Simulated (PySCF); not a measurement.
Two species compared at the same levels of theory.

First species: C₆H₅F₃O.
InChI=1S/C6H5F3O/c7-6(8,9)3-5-1-2-10-4-5/h1-2,4H,3H2

Second species: C5H11FO2Si.
InChI=1S/C5H11FO2Si/c1-3-8-9(4-7)5(2)6/h4-5,9H,3H2,1-2H3/t5-,9-/m0/s1

Levels: PBE0/pcSseg-1 for dipole moment, HOMO energy, LUMO energy and HOMO–LUMO gap; GFN2-xTB for rotational constant A and rotational constant C. Geometries: GFN2-xTB. Each species is one conformer at its optimised geometry, gas phase, non-relativistic unless stated; the electronic structure was computed with PySCF and density fitting.

Dipoles, sizes and rotational constants follow the conformer. The torsions of the flexible species, by atom-mapped SMILES:
- `[F:1][C:2]([F:3])([F:4])[CH2:5][c:6]1[cH:7][cH:8][o:9][cH:10]1`: F1–C2–C5–C6 61°, C2–C5–C6–C7 87°
- `[CH3:1][CH2:2][O:3][Si@@H:4]([CH:5]=[O:6])[C@@H:7]([CH3:8])[F:9]`: C1–C2–O3–Si4 66°, C2–O3–Si4–C5 51°, O3–Si4–C5–O6 -20°, O3–Si4–C7–C8 70°

(1) Which has the higher HOMO–LUMO gap?

(2) Which of the two has the higher HOMO energy, and by how much?

(3) Which has the higher rotational constant A?

(4) Which of the two has the higher LUMO energy, and by how much?

(5) Which of the two has the higher rotational constant C, and by how much?

(6) Which of the two has the higher dipole moment, and by how much?

## Answers

(1) The first: 6.93 eV against 5.33 eV, a difference of 1.60 eV.

(2) The second: -6.78 eV against -6.90 eV, a difference of 0.12 eV.

(3) The first: 3.250 GHz against 1.786 GHz, a difference of 1.464 GHz.

(4) The first: 0.03 eV against -1.45 eV, a difference of 1.48 eV.

(5) The first: 0.753 GHz against 0.655 GHz, a difference of 0.098 GHz.

(6) The second: 2.28 D against 2.11 D, a difference of 0.17 D.

On the first: In atomic units the dipole is 0.83 e·bohr (1 au = 2.5417 D). A dipole of 2.11 D is allowed in C1, and pure rotational transitions are dipole-allowed.

On the second: In atomic units the dipole is 0.90 e·bohr (1 au = 2.5417 D).
